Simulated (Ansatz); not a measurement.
A structure relaxed at r2SCAN-D4/def2-SVP in Ansatz, charge 0, singlet:

Cartesian coordinates in Å:
```
Cu 0.555 -0.278 -1.120
Cu 1.293 0.255 1.047
Cu -0.896 -0.542 0.735
Cu -1.628 0.702 -1.175
S -0.232 1.762 0.075
S 0.908 -1.899 0.438
```

(1) Give its formula and point group.

(2) Summarise the bond lengths by kind (pairs closer than 1.2 times the sum of covalent radii, bridged metal pairs left out).

## Answers

(1) Cu4S2. Point group Cs (tolerance 0.1 Å).

(2) 7 × Cu–S 2.15 to 2.49 Å.

Another isomer (singlet) lies 0.04 eV lower at PBE0-D4/def2-TZVP; other spin states weren't run for this one.
